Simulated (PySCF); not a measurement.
# Electron correlation in Rh(43+) (rhodium, charge +43)

Starting occupation: 1s2. All numbers are calculated (PySCF 2.14, X2C-1e with screened-nucleus spin-orbit coupling, Gaussian nucleus, in an even-tempered Gaussian basis (16 s from 9.4 bohr⁻², ratio 2.6; 12 p from 12 bohr⁻², ratio 2.6; 6 d from 12 bohr⁻², ratio 2.8; 3 f from 540 bohr⁻², ratio 2.8)). Frozen: nothing; 2 electrons correlated; the 32 highest virtual spinors left out.

Total MP2 correlation energy: -53.46 mhartree.

With two correlated electrons CCSD is exact within the correlated space (frozen core and kept virtual orbitals).

The virtual space was cut to 52 spinors, which keep -50.59 of the -53.46 mhartree of MP2 correlation.

```csv
level,correlation energy (mhartree)
CCSD,-50.98
```

Diagnostics: T1 = 2.2e-06, largest double amplitude 0.001.

Cost of the coupled-cluster step: roughly 11 core-seconds, for 2 occupied and 52 virtual spinors.

Iterations:

```
Init t2, MP2 energy = -0.0505931009122094
CCSD nocc = 2, nmo = 54
Init t2, MP2 energy = -0.0505931009122094
Init E_corr(GCCSD) = -0.0505931009122094
cycle = 1  E_corr(GCCSD) = -0.0509760404538276  dE = -0.000382939542  norm(t1,t2) = 3.75519e-05
cycle = 2  E_corr(GCCSD) = -0.0509800912964657  dE = -4.05084264e-06  norm(t1,t2) = 4.69608e-07
cycle = 3  E_corr(GCCSD) = -0.0509801404354179  dE = -4.91389522e-08  norm(t1,t2) = 6.78101e-09
cycle = 4  E_corr(GCCSD) = -0.0509801403548736  dE = 8.0544349e-11  norm(t1,t2) = 2.72751e-11
GCCSD converged
E(GCCSD) = -2052.91296176842  E_corr = -0.0509801403548736
```

The coupled-cluster values are those of the cut space; adding the MP2 remainder, -2.87 mhartree, estimates the full space.

At this charge the one-electron X2C treatment keeps the bare 1/r₁₂, with no two-electron picture change or Breit term. That inflates the 1s pair energies well beyond their four-component values.
